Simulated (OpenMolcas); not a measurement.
A calculation on F⁺.

| Quantity | Value |
| --- | --- |
| Program | OpenMolcas 26.06 |
| Method | XMS-CASPT2, IPEA 0.25 Eh, imaginary shift 0.1 Eh (closed shells correlated: 1s) |
| Basis | ANO-RCC-VTZP [4s3p2d1f] |
| Scalar Hamiltonian | DKH2, point nucleus |
| Active space | 6 electrons in 8 orbitals (2s 2p 3s 3p) |
| State averaging | 2S+1 = 3 even, 3 roots; 2S+1 = 1 even, 6 roots; 2S+1 = 3 odd, 3 roots; 2S+1 = 1 odd, 3 roots |
| Spin-orbit coupling | RASSI with atomic mean-field integrals over the reference wave functions, term energies averaged over their components |

(1) Which level of the active space comes out lowest?

(2) How high does 2s2 2p4 1D2 lie?

(3) How high does 2s 2p5 3P* 0 lie?

(4) How high does 2s 2p5 3P* 2 lie?

Measured values: NIST Handbook of Basic Atomic Spectroscopic Data.

Answers

(1) 2s2 2p4 3P2, with 100 % of that term; it is also the measured ground level.

(2) 2.667 eV above the lowest level; measured 2.5880 eV above the ground level, so the calculation is off by +3 %.

(3) 20.709 eV above the lowest level; measured 20.4920 eV above the ground level, so the calculation is off by +1 %.

(4) 20.654 eV above the lowest level; measured 20.4323 eV above the ground level, so the calculation is off by +1 %.

CASPT2 breaks the degeneracy within a term, and the mean is taken; among the terms shown or strongly mixed into the levels shown the widest spread is 190 cm-1 (2s2 2p4 1D). Active for correlation alone: 3p 3s; no level in the range computed is led by a configuration that fills them, so any true level of that kind is missing. Computed and measured levels are paired by configuration, term and J; levels that our copy of the source lacks, or whose pairing is in doubt (as where it misses far off the trend of its configuration), stay unpaired and out of the deviations. Only configurations of the active space appear.

* marks odd parity.
